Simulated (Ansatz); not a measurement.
`ClC1(Cl)BC1` + H₂ → `ClC1BC1` + HCl  (hydrogenolysis of a C–Cl bond)

Program: Ansatz. Geometries: PBE0-D4/def2-TZVP. ΔE: electronic, gas phase. CBS: MP2 limit from def2 TZ/QZ plus the TZ coupled-cluster correction, frozen cores. This one scheme is used for every species. Functionals use def2-TZVPP. B3LYP here is the variant with VWN-RPA as its local correlation; programs differ in this. HSE06 is defined as in plane-wave codes.

```tsv
level	ΔE (kJ/mol)	difference from CCSD(T)/CBS
PBE-D4	-79.7	9.9
revPBE-D4	-73.8	15.8
BLYP-D4	-78.3	11.3
r2SCAN-D4	-85.2	4.4
B97M-V	-93.2	-3.6
PBE0-D4	-89.1	0.5
B3LYP-D4	-87.4	2.2
r2SCANh-D4	-88.1	1.5
r2SCAN0-D4	-92.0	-2.4
BHLYP-D4	-96.5	-6.9
CAM-B3LYP-D4	-93.9	-4.3
ωB97X-V	-90.1	-0.5
ωB97M-V	-90.1	-0.5
PBE-QIDH	-93.6	-4.0
PBE	-85.7	3.9
revPBE	-88.4	1.2
BLYP	-91.3	-1.7
r2SCAN	-86.5	3.1
PBE0	-94.3	-4.7
B3LYP	-97.4	-7.8
r2SCANh	-89.5	0.1
r2SCAN0	-93.7	-4.1
HSE06	-93.9	-4.3
BHLYP	-105.0	-15.4
CAM-B3LYP	-99.3	-9.7
LC-ωPBE	-98.7	-9.1
HF/def2-SVP	-124.5	-34.9
MP2/def2-SVP	-90.9	-1.3
CCSD/def2-SVP	-101.9	-12.3
CCSD(T)/def2-SVP	-96.2	-6.6
HF/def2-TZVPP	-116.9	-27.3
MP2/def2-TZVPP	-86.2	3.4
SCS-MP2/def2-TZVPP	-90.4	-0.8
CCSD/def2-TZVPP	-100.4	-10.8
CCSD(T)/def2-TZVPP	-93.5	-3.9
MP2/def2-QZVPP	-84.0	5.6
SCS-MP2/def2-QZVPP	-88.8	0.8
HF/CBS(def2)	-117.1	-27.5
MP2/CBS(def2)	-82.3	7.3
CCSD/CBS(def2)	-96.5	-6.9
CCSD(T)/CBS	-89.6	0
```

Largest T1 diagnostic among the species: 0.011.

From PBE to PBE0 (25 % exact exchange), in def2-TZVPP and without D4, ΔE moves by −8.6 kJ/mol. Leaving LDA and LC-ωPBE aside and taking each functional with its dispersion term where it has one, the values spread over 22.7 kJ/mol, from BHLYP-D4 to revPBE-D4. LDA lies +5.5 kJ/mol from PBE without D4. The D4 term adds +9.9 kJ/mol with B3LYP and +5.1 kJ/mol with PBE0; it sums over pairs of atoms, weighted by their polarisabilities, and B3LYP, whose exchange is more repulsive, gets the larger term.
